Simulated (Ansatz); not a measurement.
`C[Si](F)(F)[SiH3]` + H₂ → `C[SiH](F)[SiH3]` + H–F at 600 K and 1 bar (hydrogenolysis of the Si–F bond).

Gas-phase electronic energies from Ansatz, PBE0-D4/def2-TZVP geometries. CCSD(T)/CBS adds triple-zeta CCSD(T) − MP2 to the extrapolated MP2 energy (def2 sets, frozen cores). This one scheme is used for every species.

```csv
species,CCSD(T)/CBS energy (Eh),H − E (kJ/mol),S (J/(mol·K))
`C[Si](F)(F)[SiH3]`,-819.55181,248.2,474.8
H₂,-1.17544,43.9,150.8
`C[SiH](F)[SiH3]`,-720.28056,256.9,448.0
H–F,-100.39570,42.3,194.0
```

H − E and S are ideal-gas, rigid-rotor, harmonic terms from PBE0-D4/def2-TZVP, for one conformer and one mirror image of each species. The MP2-based limit puts H₂ 0.8 mEh under its directly extrapolated value; such offsets cancel only in part. 1 Eh = 2625.50 kJ/mol, R = 8.31446 J/(mol·K).

Question: By hand: ΔE, ΔH, ΔS and ΔG.

Answer: ΔE = (-720.28056) + (-100.39570) − (-819.55181) − (-1.17544) = 0.05099 Eh = 133.9 kJ/mol. Δ(H − E) = 256.9 + 42.3 − 248.2 − 43.9 = 7.1, so ΔH = 141.0 kJ/mol. ΔS = 448.0 + 194.0 − 474.8 − 150.8 = 16.4 J/(mol·K). ΔG = 141.0 − 600 × (16.4)/1000 = 131.2 kJ/mol.

Question: By hand: the equilibrium constant, and the temperature at which ΔG would vanish if ΔH and ΔS stayed fixed.

Answer: log₁₀ K = −ΔG/(RT ln 10) = -11.4. ΔG = 0 at ΔH/ΔS = 8598 K, far beyond where these terms or the molecules hold.

ΔH outweighs TΔS. A doubt of 5 kJ/mol in ΔE shifts log₁₀ K by 0.4 here. Other conformers and mirror images would add mixing entropy, several J/(mol·K) or more a flexible species. These are equilibria of isolated gas molecules and say nothing of rates. Largest T1 diagnostic: 0.012 (customary marks: 0.02 for closed shells, 0.045 for open ones).
